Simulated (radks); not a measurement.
The numbers below are computed, except where a source is named.
Initial-state core-level shifts of the lead ion Pb3+ when its valence configuration changes from [Xe] 4f14 5d10 6s1. Level of theory: scalar-relativistic Kohn-Sham, SCAN, spin-polarised, spherical densities, finite nucleus; open shells are filled with parallel spins first (spin-orbit coupling, left out, can overturn this in heavy ions); meta-GGA in the generalised Kohn-Sham scheme; Fermi nuclear charge, rms radius 5.5012 fm (a radial shooting solver on a logarithmic mesh with Libxc functionals). Shifts are changes of the shell-averaged eigenvalues in eV (positive: less bound); the change of the density at the nucleus, which sets a Mossbauer isomer shift, is in e/bohr^3, on a base of 2.954e+06.

4f13 5d10 6s1 6p1: 2s -22.833; 3s -25.008; 4p -20.995; 5s -11.142; density at nucleus +260.0
4f14 5d10 6p1: 2s -1.712; 3s -1.731; 4p -1.742; 5s -1.784; density at nucleus -320.6
4f14 5d9 6s1 6p1: 2s -6.833; 3s -6.723; 4p -6.604; 5s -6.073; density at nucleus +55.1
4f14 5d10 6s0.5 6p0.5: 2s -0.864; 3s -0.872; 4p -0.876; 5s -0.890; density at nucleus -156.5
4f12 5d10 6s1 6p2: 2s -46.458; 3s -50.854; 4p -42.419; 5s -22.333; density at nucleus +524.6
4f14 5d9 6s2: 2s -5.330; 3s -5.194; 4p -5.056; 5s -4.411; density at nucleus +402.4
4f13 5d10 6s2: 2s -21.302; 3s -23.451; 4p -19.429; 5s -9.568; density at nucleus +608.9
4f13.5 5d10 6s1.5: 2s -10.557; 3s -11.623; 4p -9.660; 5s -4.772; density at nucleus +301.9
4f14 5d8 6s1 6p2: 2s -13.664; 3s -13.423; 4p -13.165; 5s -12.001; density at nucleus +107.4
